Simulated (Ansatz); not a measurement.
Isolated molecules relaxed with PBE0-D4/def2-TZVP in Ansatz; ΔE leaves out vibrations. CBS: MP2 limit from def2 TZ/QZ plus the TZ coupled-cluster correction, frozen cores. Functionals use def2-TZVPP. For Br outer-core shells are correlated without core-valence functions, which leaves a few kJ/mol of doubt a bond. Scalar relativity is left out up to krypton. One conformer a species, not always the lowest.

Consider the isomerisation: `O[SiH2]CBr` → `OC[SiH2]Br`.

(1) Is it downhill or uphill in electronic energy at CCSD(T)/CBS, and by how much? (Best estimate.)

(2) What do these levels give: PBE-D4, revPBE-D4, BLYP-D4, r2SCAN-D4, CAM-B3LYP-D4, ωB97X-V, ωB97M-V, PBE, revPBE, r2SCAN0, MP2/def2-QZVPP, MP2/CBS(def2)? (Best estimate.)

Largest T1 diagnostic among the species: 0.009.

Results:

(1) Computed: Uphill: ΔE = +47.4 kJ/mol.

(2) The calculation gave: PBE-D4 33.2, revPBE-D4 32.8, BLYP-D4 41.8, r2SCAN-D4 40.8, CAM-B3LYP-D4 44.0, ωB97X-V 40.2, ωB97M-V 42.2, PBE 33.7, revPBE 33.8, r2SCAN0 41.2, MP2/def2-QZVPP 52.7, MP2/CBS(def2) 51.4 kJ/mol.

At CCSD(T), def2-SVP lies −24.7 kJ/mol from the extrapolated value and def2-TZVPP +2.1 kJ/mol. Leaving LDA and LC-ωPBE aside and taking each functional with its dispersion term where it has one, the values, not all of them listed here, spread over 15.2 kJ/mol, from revPBE-D4 to B2PLYP.
